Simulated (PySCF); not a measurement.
C₂H₃BF₂O, SMILES FB(F)C(=O)C. Atoms are numbered in the order given.

```xyz
9

C     -0.8733    -1.7658     0.0000
C      0.2712    -0.7788     0.0000
O      1.4351    -1.1233     0.0000
B     -0.0724     0.8011     0.0000
F      0.8846     1.7009     0.0000
F     -1.3290     1.2153     0.0000
H     -1.5116    -1.6019    -0.8842
H     -1.5116    -1.6019     0.8842
H     -0.4844    -2.7933     0.0000
```
Charge 0, spin multiplicity 1.

Coordinates come from a ωB97X-D3(BJ)/def2-SVP optimisation. The structure was generated by enumeration, and PubChem lists no compound with its InChIKey, so it may never have been made. Other conformers were not sampled.

All values below come from PySCF with PBE/def2-TZVP.

Atomic charges (e):

```json
[
 {"atom": "C1", "IAO": "-0.48", "Löwdin": "?"},
 {"atom": "C2", "IAO": "0.22", "Löwdin": "?"},
 {"atom": "O3", "IAO": "-0.35", "Löwdin": "0.20"},
 {"atom": "B4", "IAO": "0.65", "Löwdin": "?"},
 {"atom": "F5", "IAO": "-0.27", "Löwdin": "0.39"},
 {"atom": "F6", "IAO": "-0.29", "Löwdin": "0.37"},
 {"atom": "H7", "IAO": "0.17", "Löwdin": "0.15"},
 {"atom": "H8", "IAO": "0.17", "Löwdin": "0.15"},
 {"atom": "H9", "IAO": "0.17", "Löwdin": "0.13"}
]
```

Problem. Fill in the missing entries. (Estimate from the structure and the level; the computed values follow.)

Solution. 
- C1, Löwdin: -0.26
- C2, Löwdin: -0.31
- B4, Löwdin: -0.82

Computed Mayer and Wiberg (Löwdin basis) orders of the bonds:
```
bond   Mayer  Wiberg
-----  -----  ------
C1–C2   0.94    1.27
C2–O3   2.06    2.63
C2–B4   0.95    1.05
B4–F5   1.30    2.16
B4–F6   1.26    2.12
C1–H7   0.93    0.87
C1–H8   0.93    0.87
C1–H9   0.95    0.89
```
